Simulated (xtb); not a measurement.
Calculation: xtb 6.7.1 with GFN2-xTB.

```
xtb start.xyz --ohess tight --gfn 2 --chrg 0 --uhf 0 --iterations 400

# start.xyz
9

C      2.213242    -0.137881    -0.771977
C      1.135542    -0.065772    -0.247640
C     -0.152252     0.020467     0.382180
C     -1.288378     0.723440    -0.152670
C     -1.361227    -0.573828    -0.123993
H      3.167767    -0.201835    -1.240334
H     -0.098097     0.041398     1.466673
H     -1.720469     1.661036    -0.396877
H     -1.896128    -1.467024    -0.327729
```

Output:

```
[...]
        13                         -0.2176486              -5.9225 (LUMO)
        14                         -0.1533492              -4.1728
        15                         -0.1446667              -3.9366
        16                         -0.0039320              -0.1070
        17                          0.0507166               1.3801
       ...                                ...                  ...
        24                          1.4481438              39.4060
      -------------------------------------------------------------
                  HL-Gap            0.1663617 Eh            4.5269 eV
             Fermi-level           -0.3008295 Eh           -8.1860 eV


         :::::::::::::::::::::::::::::::::::::::::::::::::::::
         ::                     SUMMARY                     ::
         :::::::::::::::::::::::::::::::::::::::::::::::::::::
         :: total energy             -12.563414804064 Eh    ::
         :: gradient norm              0.000304794187 Eh/a0 ::
         :: HOMO-LUMO gap              4.526932440636 eV    ::
         ::.................................................::
         :: SCC energy               -12.874556656130 Eh    ::
         :: -> isotropic ES            0.002645301445 Eh    ::
         :: -> anisotropic ES          0.000387833437 Eh    ::
         :: -> anisotropic XC          0.016577961113 Eh    ::
         :: -> dispersion             -0.004503561561 Eh    ::
         :: repulsion energy           0.311141852066 Eh    ::
         :: add. restraining           0.000000000000 Eh    ::
         :: total charge              -0.000000000000 e     ::
         :::::::::::::::::::::::::::::::::::::::::::::::::::::

           -------------------------------------------------
          |                Numerical Hessian                |
           -------------------------------------------------
step length          :   0.00500
SCC accuracy         :   0.30000
Hessian scale factor :   1.00000
frozen atoms in %    :   0.00000    0
RMS gradient         :   0.00030
estimated CPU  time      0.00 min
estimated wall time      0.00 min

writing file <hessian>.

 projected vibrational frequencies (cm⁻¹)
eigval :       -0.00    -0.00    -0.00    -0.00     0.00     0.00
eigval :      180.84   191.28   461.41   477.12   648.84   667.02
eigval :      670.70   735.85   843.24   909.35   927.69   972.68
eigval :      999.51  1198.97  1306.09  1768.93  2277.43  2956.67
eigval :     3226.65  3250.71  3394.73
           -------------------------------------------------
          |                Property Printout                |
           -------------------------------------------------

    * Orbital Energies and Occupations

         #    Occupation            Energy/Eh            Energy/eV
      -------------------------------------------------------------
         1        2.0000           -0.6554221             -17.8349
         2        2.0000           -0.6030058             -16.4086
         3        2.0000           -0.5749420             -15.6450
         4        2.0000           -0.5590858             -15.2135
         5        2.0000           -0.5256724             -14.3043
         6        2.0000           -0.5143524             -13.9962
         7        2.0000           -0.4832358             -13.1495
         8        2.0000           -0.4578992             -12.4601
         9        2.0000           -0.4490724             -12.2199
        10        2.0000           -0.4046009             -11.0098
        11        2.0000           -0.3984766             -10.8431
        12        2.0000           -0.3840103             -10.4495 (HOMO)
        13                         -0.2176486              -5.9225 (LUMO)
        14                         -0.1533492              -4.1728
        15                         -0.1446667              -3.9366
        16                         -0.0039319              -0.1070
        17                          0.0507166               1.3801
        18                          0.1121932               3.0529
        19                          0.1369251               3.7259
        20                          0.2510697               6.8320
        21                          0.3446315               9.3779
        22                          0.3813480              10.3770
        23                          0.8916855              24.2640
        24                          1.4481438              39.4060
      -------------------------------------------------------------
                  HL-Gap            0.1663617 Eh            4.5269 eV
             Fermi-level           -0.3008295 Eh           -8.1860 eV

     #   Z          covCN         q      C6AA      α(0)
     1   6 C        1.909    -0.115    34.312     9.460
     2   6 C        1.964    -0.036    32.034     9.140
     3   6 C        3.857     0.005    20.459     6.433
     4   6 C        2.886    -0.029    28.711     8.785
     5   6 C        2.886    -0.029    28.711     8.785
     6   1 H        0.928     0.068     2.107     2.270
     7   1 H        0.925     0.025     2.655     2.548
     8   1 H        0.927     0.055     2.257     2.349
     9   1 H        0.927     0.055     2.257     2.349

 Mol. C6AA /au·bohr⁶  :       1076.866289
 Mol. C8AA /au·bohr⁸  :      27197.908847
 Mol. α(0) /au        :         52.119259

Wiberg/Mayer (AO) data.
largest (>0.10) Wiberg bond orders for each atom

 ---------------------------------------------------------------------------
     #   Z sym  total        # sym  WBO       # sym  WBO       # sym  WBO
 ---------------------------------------------------------------------------
     1   6 C    3.974 --     2 C    2.866     6 H    0.972
     2   6 C    3.978 --     1 C    2.866     3 C    1.074
     3   6 C    3.914 --     2 C    1.074     7 H    0.954     4 C    0.911
                             5 C    0.911
     4   6 C    3.951 --     5 C    1.999     8 H    0.965     3 C    0.911
     5   6 C    3.951 --     4 C    1.999     9 H    0.965     3 C    0.911
     6   1 H    0.995 --     1 C    0.972
     7   1 H    0.999 --     3 C    0.954
     8   1 H    0.997 --     4 C    0.965
     9   1 H    0.997 --     5 C    0.965
 ---------------------------------------------------------------------------

Topologies differ in total number of bonds
Writing topology from bond orders to xtbtopo.mol

molecular dipole:
                 x           y           z       tot (Debye)
 q only:       -0.381       0.022       0.032
   full:       -0.417       0.023       0.007       1.061
molecular quadrupole (traceless):
                xx          xy          yy          xz          yz          zz
 q only:        0.442      -0.022       0.135       0.003      -0.015      -0.577
  q+dip:        1.929      -0.152       0.120      -2.019       0.066      -2.048
   full:        1.024      -0.091      -0.100      -1.008       0.039      -0.925

           -------------------------------------------------
          |                Geometry Summary                 |
           -------------------------------------------------

      molecular mass/u    :       64.0854425
   center of mass at/Å    :        0.0850787      -0.0049693      -0.1701188
  moments of inertia/u·Å² :        0.2550278E+02   0.1449635E+03   0.1497241E+03
rotational constants/cm⁻¹ :        0.6610117E+00   0.1162888E+00   0.1125913E+00

 * 6 selected distances

     #   Z          #   Z                                           value/Å
     1   6 C        2   6 C                                       1.1985120
Molecule has the following symmetry elements: (sigma)
It seems to be the Cs point group
     4   6 C        5   6 C                                       1.2963821 (max)
     1   6 C        6   1 H                                       1.0488776 (min)
     3   6 C        7   1 H                                       1.0890068
     4   6 C        8   1 H                                       1.0615895
     5   6 C        9   1 H                                       1.0615462

 * 2 distinct bonds (by element types)

   Z      Z             #   av. dist./Å        max./Å        min./Å
   1 H    6 C           4     1.0652550     1.0890068     1.0488776
   6 C    6 C           2     1.2474470     1.2963821     1.1985120

           -------------------------------------------------
          |               Frequency Printout                |
           -------------------------------------------------
 projected vibrational frequencies (cm⁻¹)
eigval :       -0.00    -0.00    -0.00    -0.00     0.00     0.00
eigval :      180.84   191.28   461.41   477.12   648.84   667.02
eigval :      670.70   735.85   843.24   909.35   927.69   972.68
eigval :      999.51  1198.97  1306.09  1768.93  2277.43  2956.67
eigval :     3226.65  3250.71  3394.73
 reduced masses (amu)
   1: 10.53   2:  9.64   3: 11.18   4: 10.58   5: 10.44   6: 10.63   7: 10.49   8:  9.78
   9:  9.86  10: 10.56  11:  2.98  12:  2.93  13:  5.10  14:  3.38  15:  7.92  16:  3.24
  17:  6.51  18:  9.14  19:  3.21  20:  8.16  21:  5.67  22: 10.82  23: 11.05  24:  1.76
  25:  1.83  26:  2.33  27:  2.52
 IR intensities (km·mol⁻¹)
   1:  0.13   2:  0.16   3:  0.02   4:  0.22   5:  0.13   6:  0.12   7:  0.39   8:  0.28
   9:  5.50  10:  0.93  11: 14.05  12: 16.09  13:  0.24  14: 35.85  15:  0.47  16:  5.63
  17:  8.22  18:  4.12  19:  8.13  20: 15.71  21:  2.36  22: 15.45  23: 15.04  24: 65.13
  25:  7.06  26:  8.16  27:  1.95
 Raman intensities (Ä⁴*amu⁻¹)
   1:  0.00   2:  0.00   3:  0.00   4:  0.00   5:  0.00   6:  0.00   7:  0.00   8:  0.00
   9:  0.00  10:  0.00  11:  0.00  12:  0.00  13:  0.00  14:  0.00  15:  0.00  16:  0.00
  17:  0.00  18:  0.00  19:  0.00  20:  0.00  21:  0.00  22:  0.00  23:  0.00  24:  0.00
  25:  0.00  26:  0.00  27:  0.00
 output can be read by thermo (or use thermo option).
 writing <g98.out> molden fake output.
 recommended (thermochemical) frequency scaling factor: 1.0
           -------------------------------------------------
          |             Thermodynamic Functions             |
           -------------------------------------------------

cs  symmetry found (for desy threshold:  0.10E+00) used in thermo

          ...................................................
          :                      SETUP                      :
          :.................................................:
          :  # frequencies                          21      :
          :  # imaginary freq.                       0      :
          :  linear?                             false      :
          :  only rotor calc.                    false      :
          :  symmetry                               cs      :
          :  rotational number                       1      :
          :  scaling factor                  1.0000000      :
          :  rotor cutoff                   50.0000000 cm⁻¹ :
          :  imag. cutoff                  -20.0000000 cm⁻¹ :
          :.................................................:

    mode    ω/cm⁻¹     T·S(HO)/kcal·mol⁻¹    T·S(FR)/kcal·mol⁻¹   T·S(vib)
   ------------------------------------------------------------------------
       1    180.84    -0.69163 ( 99.42%)    -0.67545 (  0.58%)    -0.69154
       2    191.28    -0.66051 ( 99.54%)    -0.65883 (  0.46%)    -0.66050
   ------------------------------------------------------------------------

   temp. (K)  partition function   enthalpy   heat capacity  entropy
                                   cal/mol     cal/K/mol   cal/K/mol   J/K/mol
 298.15  VIB   4.42                 1520.084     12.520      8.050
         ROT  0.568E+05              888.752      2.981     24.737
         INT  0.251E+06             2408.836     15.501     32.787
         TR   0.496E+27             1481.254      4.968     38.374
         TOT                        3890.0900    20.4691    71.1611   297.7381

       T/K    H(0)-H(T)+PV         H(T)/Eh          T*S/Eh         G(T)/Eh
   ------------------------------------------------------------------------
    298.15    0.619925E-02    0.701376E-01    0.338109E-01    0.363267E-01
   ------------------------------------------------------------------------

         :::::::::::::::::::::::::::::::::::::::::::::::::::::
         ::                  THERMODYNAMIC                  ::
         :::::::::::::::::::::::::::::::::::::::::::::::::::::
         :: total free energy         -12.527088119258 Eh   ::
         ::.................................................::
         :: total energy              -12.563414804063 Eh   ::
         :: zero point energy           0.063938368982 Eh   ::
         :: G(RRHO) w/o ZPVE           -0.027611684177 Eh   ::
         :: G(RRHO) contrib.            0.036326684805 Eh   ::
         :::::::::::::::::::::::::::::::::::::::::::::::::::::

optimized geometry written to: xtbopt.xyz

           -------------------------------------------------
          | TOTAL ENERGY              -12.563414804063 Eh   |
          | TOTAL ENTHALPY            -12.493277182091 Eh   |
          | TOTAL FREE ENERGY         -12.527088119258 Eh   |
          | GRADIENT NORM               0.000304781841 Eh/α |
          | HOMO-LUMO GAP               4.526933154592 eV   |
           -------------------------------------------------

------------------------------------------------------------------------
```

Cost: around 0.23 core-seconds (rough).
